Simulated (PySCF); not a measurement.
Two-component Hartree-Fock for S⁸⁺ (sulfur, charge +8)

Start: [He] 2s2 2p4; 2p1/2 filled at m_j = -1/2, +1/2; 2p3/2 filled at m_j = +1/2, +3/2. Calculated with PySCF 2.14 in an uncontracted even-tempered set (18 s from 0.97 bohr⁻², ratio 2.4; 11 p from 1.3 bohr⁻², ratio 2.4; 5 d from 7.1 bohr⁻², ratio 2.6; 5 f from 11 bohr⁻², ratio 2.6): generalised Hartree-Fock with the X2C-1e Hamiltonian and a Gaussian nucleus; one run each with spin-orbit coupling (SO) switched off, then screened by Boettger's factors.

```csv
spinor shell,electrons,"ε, spin-free (eV)","ε, screened SO (eV)",weight of nominal j (screened SO),"rms radius, screened SO (bohr)"
1s1/2,2,-2749.6,-2749.4,1.000,0.112
2s1/2,2,-437.79,-437.76,1.000,0.489
2p3/2,2,-388.56,-391.82,0.820,0.446
2p1/2,2,-388.56,-385.49,0.695,0.448
```

```
   quantity   spin-free  screened SO
E (hartree)  -366.32490   -366.34497
        M_J           2            2
       ⟨J²⟩       6.001        6.001
       ⟨L²⟩       2.000        2.033
       ⟨S²⟩       2.001        1.984
```

Each row is a mean over spinors that exchange with the open shell spreads, by up to 22.712 eV (2s1/2).

Rows whose weight is well below 1 are mixtures of j = l ± 1/2: exchange outweighs spin-orbit coupling there, and the label is only the starting occupation.

Without spin-orbit coupling the j labels of p, d and f shells carry no meaning; the spin-free column gives the mean over the occupied spinors of each nl shell.
